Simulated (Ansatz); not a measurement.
Geometry optimisation, RKS CAM-B3LYP/def2-SVP in Ansatz 0.2.0.

Input:

```yaml
crystal:
  periodic: [false, false, false]
  atoms:
    - { symbol: Al, position_ang: [-1.516439, 1.067341, -0.01796] }
    - { symbol: "N", position_ang: [-0.716512, 0.043687, 1.312764] }
    - { symbol: C, position_ang: [-0.605645, -1.392897, 1.402163] }
    - { symbol: H, position_ang: [-2.260536, 0.302664, -1.180316] }
    - { symbol: H, position_ang: [-1.399224, 2.634344, 0.114837] }
    - { symbol: H, position_ang: [0.788838, 0.335329, -0.449589] }
    - { symbol: Si, position_ang: [1.689605, 0.444934, -1.584044] }
    - { symbol: H, position_ang: [-0.234552, 0.519117, 2.071116] }
    - { symbol: H, position_ang: [-0.978738, -1.793986, 2.361675] }
    - { symbol: H, position_ang: [0.436056, -1.752678, 1.284466] }
    - { symbol: H, position_ang: [-1.198123, -1.87262, 0.607336] }
    - { symbol: H, position_ang: [3.087667, 0.584408, -1.093647] }
    - { symbol: H, position_ang: [1.333188, 1.646561, -2.388611] }
    - { symbol: H, position_ang: [1.574515, -0.766204, -2.44009] }
basis:
  gaussian: { orbitals: def2-SVP }
hamiltonian:
  xc: cam_b3lyp
relax:
  f_tol: 0.03
  max_steps: 50
output:
  orbitals: {}
```

Launched with:

```bash
$ ansatz run input.yaml --threads 4 --pin off --max-ram 5120MiB --backend cpu --events-out ev --progress --plain --runs-dir out
```

**Question.** Where does it end, and by what steps?

**Answer.** The forces met the threshold. After 6 steps the energy has fallen by 0.239 eV; H12 moved furthest, 0.57 Å.

```csv
step,energy less start (eV),largest force component (eV/Å),accepted
0,0.0000,1.316,yes
1,-0.1721,0.664,yes
2,-0.2085,0.289,yes
3,-0.2248,0.315,yes
4,-0.2295,0.281,yes
5,-0.2370,0.091,yes
6,-0.2389,0.022,yes
```

```xyz
14
Properties=species:S:1:pos:R:3
Al -1.690 1.027 0.238
N -0.959 0.024 1.503
C -0.780 -1.413 1.550
H -2.306 0.298 -1.023
H -1.708 2.590 0.468
H 1.178 0.429 -0.735
Si 2.041 0.491 -1.946
H -0.557 0.481 2.317
H -1.252 -1.871 2.437
H 0.285 -1.710 1.558
H -1.236 -1.882 0.665
H 3.459 0.649 -1.524
H 1.638 1.652 -2.783
H 1.887 -0.765 -2.726
```

Time of the run: 25 s on 4 threads of Arm Neoverse N1, with other jobs on the host, peak memory 0.31 GiB.
